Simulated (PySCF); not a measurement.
A calculated (UHF, PySCF 2.14, Sapporo-DZP-2012, scalar relativity by spin-free X2C-1e) atom or ion has these occupied shells.

| shell | electrons | orbital energy (eV) | rms radius, mean of both spins (bohr) |
| --- | --- | --- | --- |
| 1s | 2 | -344.32 | 0.310 |
| 2s | 2 | -46.086 | 1.49 |

Task: Name the element and its charge.

Result: C²⁺ (carbon, charge +2), in [He] 2s2, closed-shell 1S.
